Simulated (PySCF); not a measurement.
Vertical ionisation of several complexes

Computed with PySCF 2.14.0, TPSS, def2-SVP on the ligands and scalar-relativistic core potentials on the metal (def2; Stuttgart 1997 for actinides; CRENBL for Ra), no spin-orbit coupling, vacuum. One electron is taken off at the relaxed geometry; the lower of the one or two spin states computed is given. Charges are Mulliken's.

The compounds:

| compound | state | point group | M–first ligand (Å) |
| --- | --- | --- | --- |
| [AuF2]− | singlet | D∞h | 1.970 |
| [W(NH2)6]− | doublet | D2d | 2.064 |
| [HfOF3]− | singlet | C3v | 1.825 |
| [TaO2(OH)2]− | singlet | C2 | 1.796 |
| [Pb(OH)3]− | singlet | C3 | 2.217 |

**Question.** Order them by vertical ionisation energy, lowest first.
A. [AuF2]−
B. [HfOF3]−
C. [TaO2(OH)2]−
D. [W(NH2)6]−
E. [Pb(OH)3]−

**Answer.** D (1.09 eV), E (3.06 eV), A (3.73 eV), C (3.84 eV), B (4.63 eV).

**Question.** What are the other results?

**Answer.** 
```json
{"compound": "[AuF2]−", "ionisation energy (eV)": "3.73", "−ε(HOMO) (eV)": "-0.08", "state after": "doublet", "change of charge on M (e)": "0.60", "spin on M after (e)": "0.44"}
{"compound": "[W(NH2)6]−", "ionisation energy (eV)": "1.09", "−ε(HOMO) (eV)": "-1.52", "state after": "singlet", "change of charge on M (e)": "0.33", "spin on M after (e)": "0.00"}
{"compound": "[HfOF3]−", "ionisation energy (eV)": "4.63", "−ε(HOMO) (eV)": "1.04", "state after": "doublet", "change of charge on M (e)": "0.42", "spin on M after (e)": "-0.02"}
{"compound": "[TaO2(OH)2]−", "ionisation energy (eV)": "3.84", "−ε(HOMO) (eV)": "0.54", "state after": "doublet", "change of charge on M (e)": "0.36", "spin on M after (e)": "-0.14"}
{"compound": "[Pb(OH)3]−", "ionisation energy (eV)": "3.06", "−ε(HOMO) (eV)": "0.11", "state after": "doublet", "change of charge on M (e)": "0.35", "spin on M after (e)": "0.08"}
```

One start shape was tried for each compound. Distances are means of the shortest metal–ligand contacts. Open shells may have lower solutions than those found. Not shown here to be minima: [AuF2]−, [W(NH2)6]−, [HfOF3]−, [TaO2(OH)2]−, [Pb(OH)3]−. Where the spin on M lies well between 0 and 1 the hole is shared, which such functionals overdo.
